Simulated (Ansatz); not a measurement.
Si2H5O2 (SMILES O[Si](O)[SiH3]): name the method

The species is Si2H5O2 (9 atoms), meant as a doublet with charge 0. SMILES: `O[Si](O)[SiH3]`. The coordinates come from a PBE0-D4/def2-TZVP relaxation. This is one conformer, not always the lowest.

```csv
atom,x (Å),y (Å),z (Å)
O,-1.1221,1.6224,-0.2674
Si,0.0241,0.5322,-0.7658
O,1.4732,1.2738,-0.5258
Si,0.0643,-1.4565,0.5121
H,-2.0203,1.4743,-0.5691
H,1.5062,2.2223,-0.6710
H,-1.2686,-2.1033,0.3626
H,1.0956,-2.3650,-0.0549
H,0.3361,-1.2465,1.9622
```

Orbital energies are those of the mean-field step.

A calculation with Ansatz 0.2.0 gave:

| Quantity | Value |
| --- | --- |
| total energy | -731.0709 Eh |
| dipole moment | 1.85 D |
| HOMO energy | -8.28 eV |
| LUMO energy | 0.91 eV |
| ⟨S²⟩ | 0.758 |
| largest force | 1.250 eV/Å |

Task: Which of these levels gave the numbers?
A. HF/STO-3G
B. CCSD(T)/6-31+G* (spherical functions)
C. SVWN5/3-21G
D. B3LYP/6-31G* (spherical functions)

Result: B. The others give -732.4559 Eh (B3LYP/6-31G* (spherical functions)), -721.7795 Eh (HF/STO-3G), -725.1187 Eh (SVWN5/3-21G).
